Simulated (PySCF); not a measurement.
Sn(F)2(I)2, SMILES [F][Sn]([F])([I])[I] (F2I2Sn) (PBE0/def2-SVP optimised geometry):

```
5

F     -0.956    -2.067    -1.686
Sn    -0.525    -1.249     0.000
F      1.397    -1.249     0.000
I     -1.397     1.249     0.000
I     -1.390    -2.792     1.969
```

Calculation: PBE0/def2-TZVP, def2 effective core potentials past Kr run with PySCF 2.14.0.

What are the frontier orbital energies and the dipole moment?

HOMO-2 -8.81 eV, HOMO-1 -8.61 eV, HOMO -8.51 eV, LUMO -3.68 eV, LUMO+1 -0.78 eV; dipole moment 2.96 D.

On the same geometry PBE/def2-TZVP, def2 effective core potentials past Kr run with PySCF gives HOMO-2 -7.59 eV, HOMO-1 -7.41 eV, HOMO -7.33 eV, LUMO -4.42 eV, LUMO+1 -1.52 eV; dipole moment 2.78 D.
